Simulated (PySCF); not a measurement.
Solvent effects on NMR parameters

Bonds (- single, = double, # triple, : aromatic): C1-C2, C2:C3, C3:C4, C4:N5, N5-Si6, N5:C7, C7:C2. C1 carries H8, H9, H10; C3 carries H11; C4 carries H12; Si6 carries H13, H14, H15; C7 carries H16.

GIAO PBE0/pcSseg-1 in PySCF 2.14.0 with density-fitted response routines on one PBE0-D3(BJ)/def2-SVP conformer, non-relativistic, equivalent nuclei averaged. Solvents enter as an IEF-PCM continuum (chloroform with ε = 4.7) around the gas-phase geometry. Shifts are referred to TMS computed in the same medium.

Gas phase, δ in ppm: C4 130.7, C2 129.9, C7 125.5, C3 118.7, C1 14.0, Si6 -47.1, H12 6.57, H16 6.51, H11 6.31, H13/H14/H15 4.96, H8/H9/H10 2.20. Dipole moment 1.08 D.

**Question.** How does each δ change in the continuum?

**Answer.** 
```json
{"atoms": "C4", "environment": "aromatic CH next to a ring nitrogen", "Δδ, chloroform": "+1.6"}
{"atoms": "C2", "environment": "substituted aromatic carbon", "Δδ, chloroform": "+0.3"}
{"atoms": "C7", "environment": "aromatic CH next to a ring nitrogen", "Δδ, chloroform": "+1.6"}
{"atoms": "C3", "environment": "aromatic CH", "Δδ, chloroform": "-0.4"}
{"atoms": "C1", "environment": "methyl carbon on an aromatic ring", "Δδ, chloroform": "+0.1"}
{"atoms": "Si6", "environment": "silicon bonded to N, 3 H", "Δδ, chloroform": "+0.8"}
{"atoms": "H12", "environment": "hydrogen on an aromatic CH next to a ring nitrogen", "Δδ, chloroform": "+0.21"}
{"atoms": "H16", "environment": "hydrogen on an aromatic CH next to a ring nitrogen", "Δδ, chloroform": "+0.21"}
{"atoms": "H11", "environment": "hydrogen on an aromatic CH", "Δδ, chloroform": "+0.07"}
{"atoms": "H13/H14/H15", "environment": "hydrogen on a silicon bonded to N", "Δδ, chloroform": "+0.01"}
{"atoms": "H8/H9/H10", "environment": "hydrogen on a methyl carbon on an aromatic ring", "Δδ, chloroform": "+0.03"}
```

Changes are relative to the gas phase. The dipole moment becomes 1.36 D in chloroform.

**Question.** Which of the listed nuclei move most (in ppm), and what does the model miss? (N and O are left out, as their reference compounds move with the solvent too.)

**Answer.** C4 (aromatic CH next to a ring nitrogen, +1.6 ppm) and C7 (aromatic CH next to a ring nitrogen, +1.6 ppm) in chloroform. A continuum only polarises the solute; specific hydrogen bonds, the anisotropy of aromatic solvents and changes of geometry or conformer are outside it.
